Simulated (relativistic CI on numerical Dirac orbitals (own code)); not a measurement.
**Co³⁺ in a cubic cluster: L2,3 absorption with charge transfer**

Computed with a charge-transfer multiplet model of a cubic metal-ligand cluster with up to 3 ligand holes, Slater and spin-orbit integrals from Dirac-Coulomb-Breit ions, Slater integrals scaled by 0.7. The parameters are those of a tetrahedral site (10Dq negative, t2 hopping the larger). The ground state mixes d6 with configurations of k ligand holes L, whose averages lie at kΔ + k(k − 1)U_dd/2; a core hole lowers each added d electron by U_cd. 20 K, Lorentzian 0.4 eV and Gaussian 0.3 eV FWHM.

Atomic integrals in eV (Slater integrals scaled, ζ unscaled), ground: F2dd 8.824, F4dd 5.512, zeta_d 0.071; with the core hole: F2dd 9.358, F4dd 5.849, zeta_d 0.093, zeta_core 9.664, F2cd 5.552, G1cd 4.214, G3cd 2.396.

Cluster parameters (eV): U_dd = 6.5, U_cd = 7.8, 10Dq = -0.25, 10Dq(ligand) = 0, V(eg) = 1.25, V(t2g) = -2.12, final-state hopping factor = 1.

Weights, n_d and S are thermal averages at 20 K. Photon energies count from the first peak over 30 % of the highest in each spectrum, which can be another peak from case to case. The parameters are a model scan and need not match a compound or its usual spin state. Peaks in eV (height, largest 100): -2.0 (10), 0.0 (100), 2.0 (19), 3.1 (11), 14.4 (19), 15.3 (35), 17.5 (7).

(1) Which parameters give this spectrum?
A. Δ = 1.5 eV
B. Δ = -1.5 eV
C. Δ = -0.5 eV
D. Δ = 2.5 eV
E. Δ = 3.5 eV

## Answers

(1) D. Δ = 2.5 eV; the ground state then has 6.37 d electrons and S = 2.00. The choice follows from running the model for each set and comparing peak positions and heights.
